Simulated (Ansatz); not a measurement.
Reaction (formal exchange of groups at the Se–Si bond): `[SeH][SiH2][SeH]` + `CC(O)F` → `CC(O)(F)[SeH]` + `[SiH3][SeH]`

Isolated molecules relaxed with PBE0-D4/def2-TZVP in Ansatz; ΔE leaves out vibrations. CCSD(T)/CBS is the MP2 limit (def2-TZVPP, def2-QZVPP) plus CCSD(T) − MP2 in def2-TZVPP, frozen cores. DFT in def2-TZVPP. B3LYP here is the variant with VWN-RPA as its local correlation; programs differ in this. For Se outer-core shells are correlated without core-valence functions, which leaves a few kJ/mol of doubt a bond. Scalar relativity is left out up to krypton. Each species was taken in one conformer, which may not be the lowest.

```
             level  ΔE (kJ/mol)  difference from CCSD(T)/CBS
            PBE-D4        106.7                         -5.3
         r2SCAN-D4        107.9                         -4.1
          B3LYP-D4        108.7                         -3.3
           ωB97X-V        107.8                         -4.2
           ωB97M-V        108.5                         -3.5
            B2PLYP        110.5                         -1.5
               PBE        107.6                         -4.4
            r2SCAN        108.2                         -3.8
              PBE0        114.1                          2.1
             B3LYP        110.0                         -2.0
SCS-MP2/def2-TZVPP        108.9                         -3.1
     HF/def2-QZVPP        121.9                          9.9
    MP2/def2-QZVPP        113.8                          1.8
      HF/CBS(def2)        121.9                          9.9
     MP2/CBS(def2)        115.8                          3.8
    CCSD/CBS(def2)        115.1                          3.1
       CCSD(T)/CBS        112.0                            0
```

Largest T1 diagnostic among the species: 0.011.

In def2-TZVPP, CCSD(T) changes the Hartree–Fock value by −14.6 kJ/mol (the triples alone add −3.1 kJ/mol) and MP2 by −10.8 kJ/mol. From PBE to PBE0 (25 % exact exchange), in def2-TZVPP and without D4, ΔE moves by +6.6 kJ/mol.
